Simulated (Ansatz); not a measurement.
`C[Se][AlH][OH]` + H₂ → `[OH][AlH2]` + `C[SeH]`  (hydrogenolysis of the Al–Se bond)

Computed with Ansatz on PBE0-D4/def2-TZVP structures; ΔE is electronic, products minus reactants. CCSD(T)/CBS is the MP2 limit (def2-TZVPP, def2-QZVPP) plus CCSD(T) − MP2 in def2-TZVPP, frozen cores. This one scheme is used for every species. Functionals use def2-TZVPP. B3LYP here is the variant with VWN-RPA as its local correlation; programs differ in this. For Se outer-core shells are correlated without core-valence functions, which leaves a few kJ/mol of doubt a bond. Scalar relativity is left out up to krypton. Each species was taken in one conformer, which may not be the lowest.

```json
{"level": "PBE-D4", "ΔE (kcal/mol)": "24.6"}
{"level": "r2SCAN-D4", "ΔE (kcal/mol)": "25.3"}
{"level": "B3LYP-D4", "ΔE (kcal/mol)": "23.1"}
{"level": "PBE", "ΔE (kcal/mol)": "23.2"}
{"level": "CCSD(T)/def2-TZVPP", "ΔE (kcal/mol)": "23.2"}
{"level": "HF/def2-QZVPP", "ΔE (kcal/mol)": "18.4"}
{"level": "MP2/def2-QZVPP", "ΔE (kcal/mol)": "26.2"}
{"level": "CCSD/CBS(def2)", "ΔE (kcal/mol)": "23.4"}
```

(1) What does CCSD(T)/CBS give? (Best estimate.)

Largest T1 diagnostic among the species: 0.012.

## Answers

(1) Ansatz gave: +24.6 kcal/mol. The listed levels differ from it by 0.0, 0.7, -1.5, -1.4, -1.4, -6.2, 1.6, -1.2 kcal/mol.

In def2-TZVPP, CCSD(T) changes the Hartree–Fock value by +4.6 kcal/mol (the triples alone add +1.2 kcal/mol) and MP2 by +6.8 kcal/mol. The D4 term adds +2.2 kcal/mol with B3LYP and +1.2 kcal/mol with PBE0; it sums over pairs of atoms, weighted by their polarisabilities, and B3LYP, whose exchange is more repulsive, gets the larger term.
